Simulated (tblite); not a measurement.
C7H8O (charge +1 and doublet state).
SMILES with atom numbers: `[CH2+:1][C:2]([CH3:3])[C:4]#[C:5][C:6]([CH3:7])=[O:8]` (hydrogens: H9, H10 on C1; H11, H12, H13 on C3; H14, H15, H16 on C7)

Cartesian coordinates in Å at the GFN2-xTB level; atoms count from 1:
```xyz
16
C7H8O angstrom
C     -2.192   -1.479    0.091
C     -1.581   -0.267   -0.026
C     -2.242    0.922   -0.616
C     -0.270   -0.114    0.437
C      0.813    0.084    0.957
C      2.131    0.265    1.472
C      3.090    0.102    0.290
O      2.475    0.507    2.582
H     -1.726   -2.309    0.597
H     -3.170   -1.644   -0.334
H     -2.871    0.624   -1.455
H     -1.526    1.677   -0.929
H     -2.910    1.375    0.122
H      3.171    1.078   -0.191
H      2.741   -0.626   -0.438
H      4.060   -0.186    0.695
```

Computed with GFN2-xTB (tblite): harmonic, unscaled wavenumbers at the GFN2-xTB geometry, gas phase. The method is semi-empirical: single wavenumbers can be off by several per cent or more. One conformer, not necessarily the lowest. Open shells enter through the occupations alone, without spin polarisation, and single modes of such species can be off by tens of per cent.

Harmonic wavenumbers (cm⁻¹): 39.4, 44.9, 56.6, 86.5, 89.7, 211.6, 224.4, 301.8, 392.8, 465.8, 502.0, 528.8, 541.6, 570.0, 651.3, 874.3, 888.1, 917.1, 939.7, 954.6, 971.3, 1010.5, 1065.7, 1301.2, 1318.0, 1344.4, 1354.2, 1378.1, 1392.9, 1402.0, 1425.4, 1510.0, 1791.6, 2196.2, 2962.7, 3002.5, 3011.9, 3025.0, 3059.0, 3061.6, 3094.5, 3134.3.

A = 4884, B = 857.3, C = 841.8 MHz; mass 108.058 u (most abundant isotopes); point group C1, symmetry number 1; spin multiplicity 2.

**Question.** Zero-point energy?

**Answer.** ½Σν̃ = 26547 cm⁻¹ = 75.90 kcal/mol.

**Question.** What is S at 273.15 K and 1 bar for an ideal gas of classical rigid rotors and harmonic oscillators?

**Answer.** Translation 39.54, rotation 28.64, vibration 30.81, spin (R ln 2) 1.38: S = 100.4 cal/(mol K).

**Question.** And Cp and H(273.15 K) − H(0)?

**Answer.** Cp = 34.09 cal/(mol K), of which vibrations give 26.14 (their classical limit is 42 R = 83.5); H(273.15 K) − H(0) = 6.17 kcal/mol without the zero-point energy, 4.00 from vibrations.

**Question.** What must be added to the electronic energy to get the Gibbs energy at 273.15 K and 1 bar?

**Answer.** ZPE + [H(273.15 K) − H(0)] − T·S = 75.90 + 6.17 − 27.42 = 54.65 kcal/mol.

**Question.** Blend soft modes into free rotors: weight 1/[1 + (100 cm⁻¹/ν̃)⁴] for the oscillator and the rest for a rotor with moment μB/(μ + B), μ = h/(8π²ν), B = 10⁻⁴⁴ kg m². What vibrational entropy results?

**Answer.** 26.44 cal/(mol K) in place of 30.81, which changes −T·S at 273.15 K by +1.19 kcal/mol.

**Question.** How do the functions run with temperature in this model?

**Answer.** 
```
 T (K)  S (cal/(mol K))  Cp (cal/(mol K))  H − H(0) (kcal/mol)  G − H(0) (kcal/mol)  ln q(vib)
    50             62.0              15.8                 0.58                -2.51       1.10
   100             74.3              20.1                 1.49                -5.95       2.94
298.15            103.4              36.1                 7.05               -23.79       8.80
373.15            112.2              41.8                 9.98               -31.88      10.74
   500            125.6              50.1                15.82               -46.97      13.86
   750            148.3              61.8                29.92               -81.30      19.51
  1000            167.2              69.7                46.42              -120.81      24.60
```

q(vib) and H(0) count from the zero-point level.

**Question.** Which modes carry the vibrational entropy at 273.15 K?

**Answer.** 39.4 cm⁻¹: 5.12; 44.9 cm⁻¹: 4.86; 56.6 cm⁻¹: 4.40; 86.5 cm⁻¹: 3.57; 89.7 cm⁻¹: 3.50; 211.6 cm⁻¹: 1.87 cal/(mol K); the other 36 give 7.51 together.

Hindered rotation and anharmonicity are outside this model. Other conformers, if any are populated, would add a mixing term that is left out. The structure is chiral; the term R ln 2 for an equal mix with its mirror image is left out.
